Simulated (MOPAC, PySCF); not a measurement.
C10H9BS, SMILES `c1c2cc(sc2cc(C=C)c1)B`, neutral singlet in the gas phase. 

Z-matrix (Å, degrees):
```
C
C 1 1.4010
H 2 1.0923 1 120.40
C 2 1.3985 3 119.82 1 179.94
C 1 1.4254 2 121.13 3 180.00
C 5 1.4161 1 118.53 2 0.02
C 6 1.3795 5 119.98 1 -0.05
H 7 1.0908 6 119.23 5 179.95
H 6 1.0926 7 120.44 8 -0.04
C 5 1.4245 6 129.80 9 -0.06
C 10 1.3860 5 114.38 6 -179.99
H 10 1.0916 11 121.95 5 -179.98
C 4 1.4693 2 118.62 3 -0.06
C 13 1.3415 4 127.27 2 -179.19
H 14 1.0923 13 120.77 4 179.96
H 14 1.0930 15 116.57 13 179.93
H 13 1.0958 14 118.14 15 0.05
B 11 1.5228 10 127.53 12 -0.03
H 18 1.2059 11 121.28 10 -179.97
H 18 1.2068 19 120.01 11 -179.99
S 1 1.7394 2 127.55 3 0.02
```
Charge 0, multiplicity 1.

All levels are single points at this geometry (B3LYP-D3(BJ)/def2-SVP); Pople sets use spherical d functions. Orbital energies aren't observables, and empty levels follow the basis.

```json
[
 {"level": "TPSSh-D3(BJ)/def2-TZVP in PySCF", "HOMO (eV)": "-5.95", "LUMO (eV)": "-2.76", "gap (eV)": "3.19", "dipole (D)": "2.58", "vertical IE, Delta-SCF (eV)": "7.79"},
 {"level": "B3LYP/6-311+G** in PySCF", "HOMO (eV)": "-6.31", "LUMO (eV)": "-2.61", "gap (eV)": "3.70", "dipole (D)": "2.45", "vertical IE, Delta-SCF (eV)": "–"},
 {"level": "BP86/6-31G* in PySCF", "HOMO (eV)": "-5.49", "LUMO (eV)": "-2.99", "gap (eV)": "2.50", "dipole (D)": "2.87", "vertical IE, Delta-SCF (eV)": "–"},
 {"level": "SVWN5/6-31G* in PySCF", "HOMO (eV)": "-5.57", "LUMO (eV)": "-3.12", "gap (eV)": "2.45", "dipole (D)": "2.92", "vertical IE, Delta-SCF (eV)": "7.81"},
 {"level": "HF/6-31G* in PySCF", "HOMO (eV)": "-7.87", "LUMO (eV)": "1.15", "gap (eV)": "9.02", "dipole (D)": "2.48", "vertical IE, Delta-SCF (eV)": "–"},
 {"level": "PM7 in MOPAC", "HOMO (eV)": "-8.51", "LUMO (eV)": "-1.45", "gap (eV)": "7.06", "dipole (D)": "1.58", "vertical IE, Delta-SCF (eV)": "–"}
]
```
